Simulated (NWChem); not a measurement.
dimethyl diselenide (C$_{2}$H$_{6}$Se$_{2}$); SMILES C[Se][Se]C

```xyz
10

C     -1.8360    -0.9453    -1.0678
Se    -1.1429     0.2784     0.3327
Se     1.1429    -0.2784     0.3327
C      1.8360     0.9453    -1.0678
H     -2.9204    -0.8007    -1.0829
H     -1.6024    -1.9773    -0.8058
H     -1.4163    -0.6879    -2.0408
H      2.9204     0.8007    -1.0829
H      1.6024     1.9773    -0.8058
H      1.4163     0.6879    -2.0408
```
Atoms are numbered in this order, from 1.

Coordinates come from a B3LYP/6-31G* (spherical d) optimisation.

Spin-orbit effects, on the heavy nuclei and on their neighbours, are missing.

**Question.** Give the principal values of the shielding tensors (ppm) of C1, Se2 from KT2/pcSseg-1, GIAO (NWChem), with their diamagnetic and paramagnetic parts as GIAO splits them.

**Answer.** 
```
atom     σ11     σ22     σ33  isotropic  diamagnetic  paramagnetic
----  ------  ------  ------  ---------  -----------  ------------
C1     131.0   163.5   186.9      160.5        249.8         -89.3
Se2   1010.0  1063.3  1888.6     1320.7       3000.7       -1680.0
```
